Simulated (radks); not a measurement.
The numbers below are computed, except where a source is named.
Problem. All-electron atom: Ga+ in [Ar] 3d10 4s2. Code: a radial shooting solver on a logarithmic mesh with Libxc functionals. Model: Dirac Kohn-Sham, Slater X-alpha with alpha = 0.667, spin-unpolarised, spherical densities, finite nucleus; Fermi nuclear charge, rms radius 3.9973 fm. Some entries of the table are withheld. Estimate them.

orbital,occ.,eigenvalue (hartree),<r> (bohr),r(max) (bohr)
1s1/2,2,-375.3445,0.04867,0.03183
2s1/2,2,-46.52554,0.2180,0.1828
2p1/2,2,-41.25983,0.1885,0.1445
2p3/2,4,-40.24597,0.1920,0.1474
3s1/2,2,-5.66139,0.6532,0.5652
3p1/2,2,-3.96010,0.6729,(1)
3p3/2,4,-3.82644,0.6839,(2)
3d3/2,4,(3),0.8071,(4)
3d5/2,6,(5),0.8135,(6)
4s1/2,2,-0.56767,2.229,(7)

Solution. 
(1) 3p1/2 r(max) (bohr): 0.5612
(2) 3p3/2 r(max) (bohr): 0.5697
(3) 3d3/2 eigenvalue (hartree): -0.97006
(4) 3d3/2 r(max) (bohr): 0.5295
(5) 3d5/2 eigenvalue (hartree): -0.95307
(6) 3d5/2 r(max) (bohr): 0.5325
(7) 4s1/2 r(max) (bohr): 1.852
